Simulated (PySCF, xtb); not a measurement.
C12H8, SMILES c1ccc2c(c1)-c1ccccc1-2.

GFN2-xTB (xtb) at its own geometry gives an orbital gap of 2.74 eV and a dipole moment of 0.00 D.

Coordinates come from a B3LYP-D3(BJ)/def2-SVP optimisation.

Q: What does PBE/def2-SVP (PySCF) give? (Estimate from the structure and the level; the computed values follow.)

A: gap 2.78 eV (levels -5.02 and -2.24 eV), dipole 0.00 D.
